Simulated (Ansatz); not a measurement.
Cl2Mg (SMILES [Cl][Mg][Cl]), singlet, geometry from GFN2-xTB (such geometries of metal compounds can be far from the true shape), atoms displaced at random by about 0.05 Å a coordinate; HF/6-31G in Ansatz (a first-principles code).

Here is a job for Ansatz.
Ansatz 0.2 input:
```yaml
crystal:
  periodic: [false, false, false]
  atoms:
    - {symbol: Mg, position_ang: [0.19300065, 0.24077696, 0.30778465]}
    - {symbol: Cl, position_ang: [1.45571859, 0.26286086, -1.47196851]}
    - {symbol: Cl, position_ang: [-1.49501372, -0.49905159, 1.31105891]}
basis:
  gaussian:
    orbitals: 6-31G
hamiltonian:
  xc: hf
relax: {f_tol: 0.0005}
```

It wrote (shortened):

```
Functional definition: HF
440 factors; integrals over basis functions are off by at most 2.7e-5 eV
mean field evaluation 1: about -30439.4519 eV, gradient 1.6e1 eV
mean field evaluation 2: about -30439.5262 eV, gradient 1.6e1 eV
mean field evaluation 4: about -30440.6533 eV, gradient 7.6e-1 eV
mean field evaluation 8: about -30440.6697 eV, gradient 4.1e-5 eV
mean field -30440.66971108 eV, -1118.6739784553 hartree, gradient 7.2e-5 eV, S^2 0.000000; 0 other end points of the search recorded, 0 dependent functions left out
the calculation of the forces begins
reference -30440.66971108 eV, -1118.6739784553 hartree; 23, 23 occupied and 16, 16 virtual orbitals, 440 factors
relax step   1: F+E_penalty+E_count = -30440.66971108 eV  Δ(F+E_penalty+E_count) = +0.000e0 eV  max|allowed force component| = 1.850e0 eV/Å  Δτ_max = 0.0000 Å  (32 SCF iters, accepted)
these checks for a lower state are left out or cut short: starts, cluster_reference, orbital_swaps, neighbouring_geometries, increment
440 factors; integrals over basis functions are off by at most 3.1e-5 eV
mean field evaluation 16: about -30440.9294 eV, gradient 1.2e-3 eV
mean field -30440.92944757 eV, -1118.6835235952 hartree, gradient 9.1e-6 eV, S^2 0.000000; 0 other end points of the search recorded, 0 dependent functions left out
the calculation of the forces begins
reference -30440.92944757 eV, -1118.6835235952 hartree; 23, 23 occupied and 16, 16 virtual orbitals, 440 factors
relax step   2: F+E_penalty+E_count = -30440.92944757 eV  Δ(F+E_penalty+E_count) = -2.597e-1 eV  max|allowed force component| = 2.725e-1 eV/Å  Δτ_max = 0.1475 Å  (32 SCF iters, accepted)
these checks for a lower state are left out or cut short: starts, cluster_reference, orbital_swaps, neighbouring_geometries, increment
440 factors; integrals over basis functions are off by at most 3.1e-5 eV
mean field evaluation 32: about -30440.9948 eV, gradient 9.4e-6 eV
mean field -30440.99483447 eV, -1118.6859265193 hartree, gradient 9.4e-6 eV, S^2 0.000000; 0 other end points of the search recorded, 0 dependent functions left out
the calculation of the forces begins
reference -30440.99483447 eV, -1118.6859265193 hartree; 23, 23 occupied and 16, 16 virtual orbitals, 440 factors
relax step   3: F+E_penalty+E_count = -30440.99483447 eV  Δ(F+E_penalty+E_count) = -6.539e-2 eV  max|allowed force component| = 7.784e-2 eV/Å  Δτ_max = 0.2000 Å  (33 SCF iters, accepted)
these checks for a lower state are left out or cut short: starts, cluster_reference, orbital_swaps, neighbouring_geometries, increment
440 factors; integrals over basis functions are off by at most 3.1e-5 eV
mean field -30441.00058561 eV, -1118.6861378698 hartree, gradient 9.9e-6 eV, S^2 0.000000; 0 other end points of the search recorded, 0 dependent functions left out
the calculation of the forces begins
reference -30441.00058561 eV, -1118.6861378698 hartree; 23, 23 occupied and 16, 16 virtual orbitals, 440 factors
relax step   4: F+E_penalty+E_count = -30441.00058561 eV  Δ(F+E_penalty+E_count) = -5.751e-3 eV  max|allowed force component| = 5.270e-3 eV/Å  Δτ_max = 0.0753 Å  (32 SCF iters, accepted)
these checks for a lower state are left out or cut short: starts, cluster_reference, orbital_swaps, neighbouring_geometries, increment
440 factors; integrals over basis functions are off by at most 3.1e-5 eV
mean field -30441.00062872 eV, -1118.6861394541 hartree, gradient 9.9e-6 eV, S^2 0.000000; 0 other end points of the search recorded, 0 dependent functions left out
the calculation of the forces begins
reference -30441.00062872 eV, -1118.6861394541 hartree; 23, 23 occupied and 16, 16 virtual orbitals, 440 factors
relax step   5: F+E_penalty+E_count = -30441.00062872 eV  Δ(F+E_penalty+E_count) = -4.311e-5 eV  max|allowed force component| = 4.338e-4 eV/Å  Δτ_max = 0.0066 Å  (34 SCF iters, accepted)
these checks for a lower state are left out or cut short: starts, cluster_reference, orbital_swaps, neighbouring_geometries, increment
440 factors; integrals over basis functions are off by at most 3.1e-5 eV
mean field -30441.00062903 eV, -1118.6861394655 hartree, gradient 9.9e-6 eV, S^2 0.000000; 0 other end points of the search recorded, 0 dependent functions left out
the calculation of the forces begins
reference -30441.00062903 eV, -1118.6861394655 hartree; 23, 23 occupied and 16, 16 virtual orbitals, 440 factors
relax step   6: F+E_penalty+E_count = -30441.00062903 eV  Δ(F+E_penalty+E_count) = -3.121e-7 eV  max|allowed force component| = 4.885e-5 eV/Å  Δτ_max = 0.0006 Å  (33 SCF iters, accepted)
440 factors; integrals over basis functions are off by at most 3.1e-5 eV
mean field evaluation 64: about -30440.8684 eV, gradient 4.7e-3 eV
mean field -30441.00062903 eV, -1118.6861394655 hartree, gradient 9.9e-6 eV, S^2 0.000000; 1 other end points of the search recorded, 0 dependent functions left out
the calculation of the forces begins
reference -30441.00062903 eV, -1118.6861394655 hartree; 23, 23 occupied and 16, 16 virtual orbitals, 440 factors
Total energy: -30441.00062903 eV, -1118.6861394655 hartree
Atom 0 at     0.051238     0.001533     0.048962 Å, force     0.000001    -0.000003    -0.000007 eV/Å
Atom 1 at     1.658309     0.417663    -1.464511 Å, force     0.000048     0.000014    -0.000042 eV/Å
Atom 2 at    -1.555841    -0.414610     1.562424 Å, force    -0.000049    -0.000011     0.000049 eV/Å
Dipole moment:     0.000005     0.000008     0.000008 e Å
```
